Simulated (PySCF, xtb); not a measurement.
1-bromo-1-chlorocyclopropane (C3H4BrCl), SMILES ClC1(Br)CC1.

GFN2-xTB run with xtb at its own geometry gives an orbital gap of 4.58 eV and a dipole moment of 3.38 D.

Geometry: PBE-D3(BJ)/def2-SVP.

### Question
What does PBE/def2-TZVP run with PySCF give? (An estimate is asked for; the answer gives what the named calculation found.)

### Answer
gap 4.78 eV (levels -6.50 and -1.72 eV), dipole 2.08 D.
